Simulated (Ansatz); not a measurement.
**Molecular dynamics of AlH₅OSi₂**

Input:

```yaml
crystal:
  periodic: [false, false, false]
  atoms:
    - { symbol: Si, position_ang: [-0.719508, 0.97022, -1.273273] }
    - { symbol: Si, position_ang: [0.137507, -0.8403, -0.019375] }
    - { symbol: O, position_ang: [1.591932, -0.520553, 0.800015] }
    - { symbol: Al, position_ang: [0.657473, -0.838355, 2.216127] }
    - { symbol: H, position_ang: [-2.10178, 0.648244, -1.711622] }
    - { symbol: H, position_ang: [-0.762045, 2.189717, -0.427751] }
    - { symbol: H, position_ang: [0.105721, 1.251696, -2.474738] }
    - { symbol: H, position_ang: [0.185358, -2.05482, -0.871424] }
    - { symbol: H, position_ang: [0.993842, -0.85215, 3.745041] }
basis:
  gaussian: { orbitals: def2-SVP }
hamiltonian:
  xc: hf
md:
  timestep: 1.0
  n_steps: 150
  ensemble: nvt_nose_hoover
  temperature: 700.0
  initial_velocities: maxwell_boltzmann
  seed: 750739
  nose_hoover: { tau: 20.0, chain_length: 1 }
```

Command:

```bash
$ ansatz run input.yaml --threads 1 --pin off --max-ram 2048MiB --backend cpu --events-out ev --progress --plain --runs-dir out
```

It starts from a relaxed structure.

Output, in part (one step line in 3, the closing report, with atoms numbered from 0):

```
md step     0: t =     0.00 fs  T =   700.0 K  F+E_penalty+E_count = -24415.21836604 eV  E_kin = 0.633374 eV  conserved = -24414.58499205 eV  (29 SCF iters)
md step     3: t =     3.00 fs  T =   519.0 K  F+E_penalty+E_count = -24415.04662300 eV  E_kin = 0.469607 eV  conserved = -24414.57774563 eV  (25 SCF iters)
md step     6: t =     6.00 fs  T =   549.9 K  F+E_penalty+E_count = -24415.07515781 eV  E_kin = 0.497517 eV  conserved = -24414.58360366 eV  (25 SCF iters)
md step     9: t =     9.00 fs  T =   402.2 K  F+E_penalty+E_count = -24414.92780456 eV  E_kin = 0.363928 eV  conserved = -24414.57963051 eV  (25 SCF iters)
md step    12: t =    12.00 fs  T =   380.7 K  F+E_penalty+E_count = -24414.89485212 eV  E_kin = 0.344476 eV  conserved = -24414.57931448 eV  (25 SCF iters)
md step    15: t =    15.00 fs  T =   494.3 K  F+E_penalty+E_count = -24414.97757607 eV  E_kin = 0.447285 eV  conserved = -24414.58432029 eV  (25 SCF iters)
md step    18: t =    18.00 fs  T =   351.0 K  F+E_penalty+E_count = -24414.81280056 eV  E_kin = 0.317631 eV  conserved = -24414.57702280 eV  (25 SCF iters)
md step    21: t =    21.00 fs  T =   475.3 K  F+E_penalty+E_count = -24414.89535965 eV  E_kin = 0.430079 eV  conserved = -24414.58338874 eV  (25 SCF iters)
md step    24: t =    24.00 fs  T =   334.5 K  F+E_penalty+E_count = -24414.72023707 eV  E_kin = 0.302619 eV  conserved = -24414.57777112 eV  (25 SCF iters)
md step    27: t =    27.00 fs  T =   408.4 K  F+E_penalty+E_count = -24414.74747070 eV  E_kin = 0.369485 eV  conserved = -24414.57918147 eV  (25 SCF iters)
md step    30: t =    30.00 fs  T =   543.7 K  F+E_penalty+E_count = -24414.80301357 eV  E_kin = 0.491991 eV  conserved = -24414.58239374 eV  (24 SCF iters)
md step    33: t =    33.00 fs  T =   534.9 K  F+E_penalty+E_count = -24414.71504634 eV  E_kin = 0.484020 eV  conserved = -24414.57657852 eV  (25 SCF iters)
md step    36: t =    36.00 fs  T =   760.3 K  F+E_penalty+E_count = -24414.81793499 eV  E_kin = 0.687968 eV  conserved = -24414.58160433 eV  (25 SCF iters)
md step    39: t =    39.00 fs  T =   587.0 K  F+E_penalty+E_count = -24414.54851041 eV  E_kin = 0.531134 eV  conserved = -24414.57398515 eV  (25 SCF iters)
md step    42: t =    42.00 fs  T =   760.7 K  F+E_penalty+E_count = -24414.60856685 eV  E_kin = 0.688270 eV  conserved = -24414.57851371 eV  (24 SCF iters)
md step    45: t =    45.00 fs  T =   785.9 K  F+E_penalty+E_count = -24414.50016836 eV  E_kin = 0.711089 eV  conserved = -24414.57733286 eV  (24 SCF iters)
md step    48: t =    48.00 fs  T =   869.7 K  F+E_penalty+E_count = -24414.46230456 eV  E_kin = 0.786915 eV  conserved = -24414.57739439 eV  (24 SCF iters)
md step    51: t =    51.00 fs  T =  1013.6 K  F+E_penalty+E_count = -24414.44943637 eV  E_kin = 0.917094 eV  conserved = -24414.57703960 eV  (27 SCF iters)
md step    54: t =    54.00 fs  T =   722.0 K  F+E_penalty+E_count = -24414.06942315 eV  E_kin = 0.653280 eV  conserved = -24414.56805475 eV  (25 SCF iters)
md step    57: t =    57.00 fs  T =  1035.4 K  F+E_penalty+E_count = -24414.26159179 eV  E_kin = 0.936867 eV  conserved = -24414.57749528 eV  (24 SCF iters)
md step    60: t =    60.00 fs  T =   912.8 K  F+E_penalty+E_count = -24414.03238541 eV  E_kin = 0.825919 eV  conserved = -24414.56964617 eV  (24 SCF iters)
md step    63: t =    63.00 fs  T =  1167.0 K  F+E_penalty+E_count = -24414.18963562 eV  E_kin = 1.055902 eV  conserved = -24414.57912532 eV  (24 SCF iters)
md step    66: t =    66.00 fs  T =  1270.0 K  F+E_penalty+E_count = -24414.19276826 eV  E_kin = 1.149091 eV  conserved = -24414.57188439 eV  (24 SCF iters)
md step    69: t =    69.00 fs  T =  1092.9 K  F+E_penalty+E_count = -24413.98808294 eV  E_kin = 0.988847 eV  conserved = -24414.56453240 eV  (25 SCF iters)
md step    72: t =    72.00 fs  T =  1549.9 K  F+E_penalty+E_count = -24414.41001277 eV  E_kin = 1.402423 eV  conserved = -24414.57801284 eV  (24 SCF iters)
md step    75: t =    75.00 fs  T =  1214.0 K  F+E_penalty+E_count = -24414.14999256 eV  E_kin = 1.098439 eV  conserved = -24414.56559842 eV  (24 SCF iters)
md step    78: t =    78.00 fs  T =  1292.7 K  F+E_penalty+E_count = -24414.31944459 eV  E_kin = 1.169633 eV  conserved = -24414.57833949 eV  (24 SCF iters)
md step    81: t =    81.00 fs  T =  1164.0 K  F+E_penalty+E_count = -24414.33127607 eV  E_kin = 1.053248 eV  conserved = -24414.57254192 eV  (24 SCF iters)
md step    84: t =    84.00 fs  T =   983.2 K  F+E_penalty+E_count = -24414.29881878 eV  E_kin = 0.889650 eV  conserved = -24414.56774400 eV  (25 SCF iters)
md step    87: t =    87.00 fs  T =  1313.1 K  F+E_penalty+E_count = -24414.78339171 eV  E_kin = 1.188145 eV  conserved = -24414.57999240 eV  (24 SCF iters)
md step    90: t =    90.00 fs  T =   954.7 K  F+E_penalty+E_count = -24414.67028507 eV  E_kin = 0.863849 eV  conserved = -24414.57251933 eV  (24 SCF iters)
md step    93: t =    93.00 fs  T =   878.1 K  F+E_penalty+E_count = -24414.77918317 eV  E_kin = 0.794482 eV  conserved = -24414.58008831 eV  (24 SCF iters)
md step    96: t =    96.00 fs  T =   692.9 K  F+E_penalty+E_count = -24414.78261165 eV  E_kin = 0.626917 eV  conserved = -24414.57844448 eV  (24 SCF iters)
md step    99: t =    99.00 fs  T =   428.8 K  F+E_penalty+E_count = -24414.65125165 eV  E_kin = 0.387955 eV  conserved = -24414.57476023 eV  (27 SCF iters)
md step   102: t =   102.00 fs  T =   499.7 K  F+E_penalty+E_count = -24414.81323221 eV  E_kin = 0.452154 eV  conserved = -24414.58283756 eV  (24 SCF iters)
md step   105: t =   105.00 fs  T =   258.6 K  F+E_penalty+E_count = -24414.65977326 eV  E_kin = 0.233985 eV  conserved = -24414.57569763 eV  (24 SCF iters)
md step   108: t =   108.00 fs  T =   331.2 K  F+E_penalty+E_count = -24414.77415349 eV  E_kin = 0.299675 eV  conserved = -24414.58224925 eV  (24 SCF iters)
md step   111: t =   111.00 fs  T =   298.0 K  F+E_penalty+E_count = -24414.78683845 eV  E_kin = 0.269594 eV  conserved = -24414.58008207 eV  (24 SCF iters)
md step   114: t =   114.00 fs  T =   276.3 K  F+E_penalty+E_count = -24414.79629590 eV  E_kin = 0.250013 eV  conserved = -24414.57886794 eV  (24 SCF iters)
md step   117: t =   117.00 fs  T =   373.3 K  F+E_penalty+E_count = -24414.91833347 eV  E_kin = 0.337810 eV  conserved = -24414.58386471 eV  (24 SCF iters)
md step   120: t =   120.00 fs  T =   252.5 K  F+E_penalty+E_count = -24414.82452556 eV  E_kin = 0.228466 eV  conserved = -24414.57819079 eV  (25 SCF iters)
md step   123: t =   123.00 fs  T =   334.5 K  F+E_penalty+E_count = -24414.91554412 eV  E_kin = 0.302676 eV  conserved = -24414.58279616 eV  (25 SCF iters)
md step   126: t =   126.00 fs  T =   303.3 K  F+E_penalty+E_count = -24414.89161554 eV  E_kin = 0.274429 eV  conserved = -24414.58035601 eV  (24 SCF iters)
md step   129: t =   129.00 fs  T =   339.6 K  F+E_penalty+E_count = -24414.92393163 eV  E_kin = 0.307276 eV  conserved = -24414.58052307 eV  (24 SCF iters)
md step   132: t =   132.00 fs  T =   391.4 K  F+E_penalty+E_count = -24414.96470309 eV  E_kin = 0.354116 eV  conserved = -24414.58321827 eV  (23 SCF iters)
md step   135: t =   135.00 fs  T =   319.3 K  F+E_penalty+E_count = -24414.88130019 eV  E_kin = 0.288872 eV  conserved = -24414.57915324 eV  (24 SCF iters)
md step   138: t =   138.00 fs  T =   398.7 K  F+E_penalty+E_count = -24414.93277037 eV  E_kin = 0.360714 eV  conserved = -24414.58196305 eV  (24 SCF iters)
md step   141: t =   141.00 fs  T =   379.8 K  F+E_penalty+E_count = -24414.88181607 eV  E_kin = 0.343673 eV  conserved = -24414.57917193 eV  (24 SCF iters)
md step   144: t =   144.00 fs  T =   521.7 K  F+E_penalty+E_count = -24414.96847930 eV  E_kin = 0.472085 eV  conserved = -24414.58077021 eV  (24 SCF iters)
md step   147: t =   147.00 fs  T =   584.2 K  F+E_penalty+E_count = -24414.96232318 eV  E_kin = 0.528602 eV  conserved = -24414.58162239 eV  (23 SCF iters)
md step   150: t =   150.00 fs  T =   556.2 K  F+E_penalty+E_count = -24414.87108536 eV  E_kin = 0.503235 eV  conserved = -24414.57939048 eV  (27 SCF iters)
Total energy: -24414.87108536 eV, -897.2299633928 hartree
Atom 0 at    -0.816097     0.835909    -1.358629 Å, force    -0.226802     0.801651     0.957966 eV/Å
Atom 1 at     0.395628    -0.642289    -0.043001 Å, force    -0.632906    -1.413294    -0.787032 eV/Å
Atom 2 at     1.533167    -0.178069     1.093651 Å, force     0.866373     0.305720     0.121759 eV/Å
Atom 3 at     0.538681    -1.065070     2.185694 Å, force    -0.486595    -0.230604    -0.198982 eV/Å
Atom 4 at    -0.593380     2.288718    -1.083399 Å, force    -0.217641    -0.219314     0.098185 eV/Å
Atom 5 at    -0.392339     0.562849    -2.673334 Å, force     0.554941    -0.164007    -1.725017 eV/Å
Atom 6 at    -2.238655     0.448389    -1.335024 Å, force    -0.251822     0.121685     0.253692 eV/Å
Atom 7 at     0.759811    -1.711672    -1.107785 Å, force     0.179663     0.731839     0.835482 eV/Å
Atom 8 at     0.497527    -1.547750     3.649541 Å, force     0.214789     0.066324     0.443947 eV/Å
Dipole moment:    -0.167051    -0.102794     0.361533 e Å
```

All steps were run. The conserved energy stayed within 2.9 meV per atom of its start (net change 0.62 meV per atom), so the integration is sound. The mean temperature of the second half is 17 % below the set value. A run of 0.15 ps of so small a system gives no equilibrium averages.

The same pairs are bonded in the first frame and the last. Pairs count as bonded within 1.25 times the sum of covalent radii (0.12 Å more for H–H).

Last frame:

```xyz
9
Properties=species:S:1:pos:R:3
Si -0.816 0.836 -1.359
Si 0.396 -0.642 -0.043
O 1.533 -0.178 1.094
Al 0.539 -1.065 2.186
H -0.593 2.289 -1.083
H -0.392 0.563 -2.673
H -2.239 0.448 -1.335
H 0.760 -1.712 -1.108
H 0.497 -1.548 3.650
```

Run time: 2.9 min on 1 thread of Arm Neoverse V2, on a shared host, peak memory 0.16 GiB.
